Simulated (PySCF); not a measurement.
Q: Write Cartesian coordinates for InChI=1S/CH7BGeO2/c1-3-2(4)5/h4-5H,3H2,1H3 as optimised with PBE0-D3(BJ)/def2-SVP.

A: 
```
atom  x, y, z in Å
C1    -1.8630    0.5716   -0.3393
Ge2   -0.5156   -0.4549    0.6392
B3     1.3831   -0.1524   -0.1556
O4     1.4538    0.2825   -1.4371
O5     2.5497   -0.3610    0.5181
H6    -2.8752    0.3639    0.0348
H7    -1.6614    1.6478   -0.2398
H8    -1.8146    0.3109   -1.4063
H9    -0.5469   -0.0631    2.1394
H10   -0.8898   -1.9565    0.5963
H11    2.3707    0.3926   -1.7233
H12    2.4218   -0.6515    1.4253
```

Any rigid rotation of these coordinates is as good. Atoms count from 1 in this order. B3 (three-coordinate boron) is planar (angles 124.7°, 118.2° and 117.1°, sum 360.0°, 0.00 Å off the plane of its three neighbours). Ge2 (germanium bonded to B, C and 2 H) is distorted tetrahedral (angles from 105.5° to 111.2°).

Bonds between heavy atoms (Å): C1–Ge2 1.956, Ge2–B3 2.080, B3–O4 1.355, B3–O5 1.363.

The calculation used PBE0-D3(BJ)/def2-SVP geometry optimisation, gas phase (PySCF).

Point group: C1 (no symmetry element, even within 0.4 Å). Stationary, but not proved a minimum. One conformer, not necessarily the lowest (C1–Ge2–B3–O4 -22°, Ge2–B3–O4–H 180°, Ge2–B3–O5–H -1°).
